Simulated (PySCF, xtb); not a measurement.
B(CCH)3 (C₆H₃B), SMILES C#CB(C#C)C#C.

Harmonic wavenumbers (cm⁻¹) from GFN2-xTB in xtb 6.7.1 at its own minimum, in rising order: 92, 93, 119, 248, 249, 251, 428, 428, 518, 578, 654, 667, 667, 684, 684, 710, 1139, 1139, 2193, 2193, 2207, 3361, 3361, 3362.

Question: What does PySCF with PBE-D3(BJ)/def2-SVP give at its own minimum? (An estimate is asked for; the answer gives what the named calculation found.)

Answer: 107, 107, 137, 277, 277, 299, 486, 486, 557, 636, 640, 643, 643, 736, 736, 737, 1115, 1115, 2093, 2100, 2100, 3393, 3393, 3393. Paired by order, the mean absolute difference is 42 cm⁻¹ and the zero-point energies are 37.2 and 37.5 kcal/mol.
